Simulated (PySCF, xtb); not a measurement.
C5H7F, SMILES C[C@H]1CC=C1F.

GFN2-xTB in xtb at its own geometry gives an orbital gap of 5.10 eV and a dipole moment of 2.27 D.

Geometry optimised at B3LYP-D3(BJ)/def2-SVP. The structure was generated by enumeration; whether it is a known compound was not checked.

What does CAM-B3LYP/def2-TZVP (PySCF) give? (The exact figures need the calculation; the answer reports its results.)

gap 10.01 eV (levels -8.39 and 1.62 eV), dipole 1.51 D.
